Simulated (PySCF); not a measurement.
Structure problem from calculated spectra and properties.

Elements present: C, H, N, P and Si. Monoisotopic mass: 165.0015 u.

| Quantity | Value |
| --- | --- |
| Rotational structure | rotational constants A, B, C: 2.034, 0.621, 0.514 GHz [GFN2-xTB] |
| Dipole | 0.91 D [PBE0/pcSseg-1] |
| 1H NMR | chemical shifts (computed TMS as zero) by class: 8.63 (1 H), 4.64 (2 H), 4.05 (6 H), 3.86 (3 H) ppm [GIAO PBE0/pcSseg-1] |
| 13C NMR | chemical shifts (computed TMS as zero) by class: 176.4 (1 C), 57.9 (1 C) ppm [GIAO PBE0/pcSseg-1] |
| NMR, other nuclei | isotropic shieldings of nuclei other than C and H, by class: -187 (1 N), 397 (1 Si), 429 (2 Si), 687 (1 P) ppm [GIAO PBE0/pcSseg-1] |

Gas-phase values; electronic properties from PySCF, density fitting. Levels stand in brackets. Isolated species at its GFN2-xTB geometry (one conformer only). Each NMR value is the plain mean over a class of atoms that symmetry, rotation or inversion makes alike.

Problem. Which formula fits the mass and the elements?

Solution. C2H12NPSi3 (calculated 165.0015). No other formula that holds each of these elements comes within 0.0003 u with a fitting electron parity and a possible valence count.

Problem. What is the compound? Reason from the data.

Solution. Numbering: `[CH3:1]/[N:2]=[CH:3]/[SiH2:4][P:5]([SiH3:6])[SiH3:7]`. 2 carbons fall into 2 classes; from least to most shielded: C=N carbon [C3] (176.4 ppm), N-methyl carbon [C1] (57.9 ppm). Hydrogen classes from least to most shielded: 1 H on a C=N carbon, C3 (8.63 ppm), 2 H on an SiH2 silicon, Si4 (4.64 ppm), 6 H on 2 SiH3 silicons, Si6/Si7 (4.05 ppm), 3 H on an N-methyl carbon, C1 (3.86 ppm, a mean of values up to 1.3 ppm apart in this geometry). The other shieldings belong to: -187 ppm, C=N nitrogen [N2]; 397 ppm, SiH2 silicon [Si4]; 429 ppm, SiH3 silicon [Si6/Si7]; 687 ppm, three-coordinate phosphorus [P5]. The optimised geometry has point group C1 and is an asymmetric top. Structure: `C/N=C/[SiH2]P([SiH3])[SiH3]`. The assignments are read from this structure; whether some other isomer fits the data as well wasn't checked.

The values belong to the conformer `[CH3:1]/[N:2]=[CH:3]/[SiH2:4][P:5]([SiH3:6])[SiH3:7]`: N2–C3–Si4–P5 118°, C3–Si4–P5–Si6 -167°.
